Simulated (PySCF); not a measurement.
# Polarisability and C₆ of Ti (titanium, neutral)

[Ar] 3d3 4s1, high-spin 5F determinant (an excited configuration). All numbers are calculated (PySCF 2.14, the spin-free X2C one-electron Hamiltonian (Gaussian nucleus), in ANO-RCC-VTZP). Coupled (time-dependent) response in atomic units; α is the mean over directions. The basis has no added diffuse functions, which lowers α and C₆.

```
method  mean α (bohr³)  C₆ (like pair)  S(−4)
   UHF           111.0            1133   8663
   PBE           82.90           691.2   7299
  PBE0           88.56           782.2   6897
 B3LYP           80.75           686.4   5903
```

S(−4) is the Cauchy moment in α(ω) = α(0) + S(−4) ω² + …

α(iu) at B3LYP:

| u (hartree) | α(iu) (bohr³) |
| --- | --- |
| 0 | 80.75 |
| 0.0500 | 69.05 |
| 0.100 | 50.12 |
| 0.200 | 26.41 |
| 0.300 | 16.58 |
| 0.500 | 9.422 |
| 0.750 | 6.187 |
| 1.00 | 4.541 |
| 1.50 | 2.777 |
| 2.00 | 1.859 |
| 3.00 | 0.9835 |
| 5.00 | 0.4047 |

A single London oscillator, α(iu) = α/(1 + u²/ω²), gives C₆ = (3/4) ω α². Matching the computed C₆ needs ω = 4 × 686.4 / (3 × 80.75²) = 0.140 hartree.
